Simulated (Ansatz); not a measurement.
Geometry optimisation, Ansatz 0.2.0, RKS revPBE/def2-SVP.

Input file:

```yaml
crystal:
  periodic: [false, false, false]
  atoms:
    - { symbol: B, position_ang: [0.0, 0.0, 0.0] }
    - { symbol: C, position_ang: [0.0, 0.0, 1.95] }
    - { symbol: H, position_ang: [-0.9996, -0.3092, 2.3205] }
    - { symbol: H, position_ang: [0.7676, -0.7111, 2.3205] }
    - { symbol: H, position_ang: [0.232, 1.0203, 2.3205] }
    - { symbol: Cl, position_ang: [1.6108, 0.0, -0.93] }
    - { symbol: H, position_ang: [-1.0305, 0.0, -0.595] }
    - { symbol: O, position_ang: [-0.219, -1.6079, 0.5392] }
    - { symbol: H, position_ang: [-0.6224, -2.1606, -0.2037] }
    - { symbol: H, position_ang: [-0.1495, -1.0979, 1.5797] }
basis:
  gaussian: { orbitals: def2-SVP }
hamiltonian:
  xc: revpbe
relax:
  f_tol: 0.15
  max_steps: 25
  restrain:
    - { distance: [0, 7], at: 2.61, k: 30.0 }
    - { distance: [9, 1], at: 2.31, k: 30.0 }
    - { distance: [0, 1], at: 1.6, k: 30.0 }
    - { distance: [9, 7], at: 1.01, k: 30.0 }
```

Launched with:

```bash
$ ansatz run input.yaml --threads 2 --pin off --max-ram 3072MiB --backend cpu --events-out ev --progress --plain --runs-dir out
```

**Question.** Where does it end, and by what steps?

**Answer.** The run converged. The restraints hold the end off the free minimum. After 11 steps the energy has fallen by 3.329 eV (the restraints' own energy left out); H10 moved furthest, 0.97 Å. Parted: B1–O8 (1.71 → 2.60 Å), C2–H10 (1.17 → 2.32 Å).

```csv
step,energy less start (eV),largest force component (eV/Å),accepted
0,0.0000,5.592,yes
1,-0.7574,2.916,yes
2,-0.8358,5.806,yes
3,-1.2154,5.028,yes
4,-2.1624,3.280,yes
5,-3.1172,1.258,yes
6,-3.2605,0.840,yes
7,-3.3104,0.786,yes
8,-3.3171,0.490,yes
9,-3.2979,1.188,no
10,-3.3195,0.644,yes
11,-3.3292,0.614,yes
```

```xyz
10
Properties=species:S:1:pos:R:3
B 0.139 0.183 0.217
C 0.074 0.216 1.808
H -0.870 -0.194 2.228
H 0.953 -0.244 2.304
H 0.073 1.290 2.112
Cl 1.694 0.351 -0.629
H -0.861 0.297 -0.472
O -0.205 -2.394 0.377
H -1.130 -2.358 0.066
H -0.278 -2.014 1.290
```

Run time: 19 s on 2 threads of Arm Neoverse V2 (shared host), peak memory 0.14 GiB.
